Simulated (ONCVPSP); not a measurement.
# gadolinium: excitation energies, all-electron against ONCV

| Quantity | Value |
| --- | --- |
| Element | Gd |
| Generator | ONCVPSP 4.0.1 |
| Type | optimised norm-conserving Vanderbilt (ONCV) |
| Functional | LDA (Perdew-Zunger) |
| Relativity | scalar-relativistic |
| Frozen core | [Kr] 4d10 4f7 |
| Valence charge | 11 |
| Reference configuration | 5s2 5p6 5d1 6s1 (charge +1) |
| Partial waves | 5s+6s: rc 2.40 bohr, ncon 4, nbas 8, qcut 6.3 1/bohr, 2 projectors; 5p: rc 2.30 bohr, ncon 3, nbas 7, qcut 7 1/bohr, 3 projectors, debl 1.7 Ha; 5d: rc 3.70 bohr, ncon 4, nbas 9, qcut 4.1 1/bohr, 2 projectors, debl 2.7 Ha |
| Local potential | polynomial inside 2.20 bohr (lpopt 5, dvloc0 0 Ha) |
| Core correction | Teter function, fcfact 4.75, rcfact 1.54 |

Energies are relative to the spin-unpolarised reference configuration 5s2 5p6 5d1 6s1; without spin polarisation the order of configurations can differ from experiment.

```tsv
valence configuration	charge	ΔE all-electron (eV)	error AE − PS (meV)
5s2 5p6 5d1 6s2	0	-6.856	+1.7
5s2 5p6 5d0 6s0	+3	32.423	+41
5s2 5p5 5d1 6s2	+1	25.591	-202
```

(1) What are ΔE and the potential's error for 5s2 5p6 5d1 6s0?

Levels in the configuration 5s2 5p6 5d1 6s0:

| level | all-electron (eV) | pseudo (eV) |
| --- | --- | --- |
| 5s | -63.760 | -63.895 |
| 5p | -41.183 | -41.270 |
| 5d | -15.408 | -15.412 |

Answers

(1) ΔE = 12.377 eV all-electron; the error (AE − PS) is -3.0 meV.
